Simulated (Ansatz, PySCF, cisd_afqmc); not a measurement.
Species: SiO₂, charge 0, singlet. SiO2 (SMILES O=[Si]=O).
B3LYP-D3(BJ)/def2-TZVP minimum from Ansatz (an electronic-structure program):
```
Si
O 1 1.5101
O 1 1.5101 2 180.00
```

Atomisation energy term by term, kcal/mol (programs: Ansatz, cisd_afqmc). Radicals and triplets start from unrestricted determinants; spin-orbit coupling is neglected. Cores are frozen in correlated methods. Rows without X2C or -DK are non-relativistic. AFQMC is phaseless with a CISD trial state; ± is one standard error, without the phaseless bias. Outlying blocks are dropped, and bars are widened where a walk drifts. Over all cases where full CI ran beside it in this data, AFQMC minus full CI had a median of +0.1 mEh and passed +0.4 mEh in a tenth of the cases. CBS(X,Y): correlation extrapolated as X^-3, Hartree-Fock from the larger set (Q,5: extrapolated as (X+1)exp(-9√X)). A bracket is a step between two methods taken in the basis named. '+ core + X2C': CCSD(T) terms for core correlation (cc-pwCVTZ, 1s frozen past Ne) and scalar relativity (cc-pVTZ-DK). The T1 diagnostic of O2Si (O=[Si]=O, singlet) reaches 0.027 in the sets run.

| term | basis | kcal/mol |
|---|---|---|
| Hartree-Fock | CBS(cc-pV(Q+d)Z,cc-pV(5+d)Z) | 156.25 |
| CCSD correlation | CBS(cc-pV(Q+d)Z,cc-pV(5+d)Z) | 127.14 |
| (T) | CBS(cc-pV(Q+d)Z,cc-pV(5+d)Z) | 14.52 |
| CCSDT(Q) - CCSD(T) | cc-pV(T+d)Z | 0.88 |
| CCSDTQ - CCSDT(Q) | cc-pV(D+d)Z | -0.42 |
| core correlation | cc-pwCVTZ | 0.49 |
| scalar relativity | X2C, cc-pVTZ-DK | -0.86 |
| minus zero-point energy | Hessian by PySCF at B3LYP-D3(BJ)/def2-TZVP | -4.33 |
| sum: D0 |  | 293.7 |

The step beyond CCSD(T) by other levels: CCSDTQ in cc-pV(D+d)Z 1.56; AFQMC/CISD in cc-pV(D+d)Z 1.96 ± 0.75; CCSDT(Q) in cc-pV(D+d)Z 1.97; AFQMC/CISD in cc-pV(T+d)Z 1.22 ± 0.26 kcal/mol.
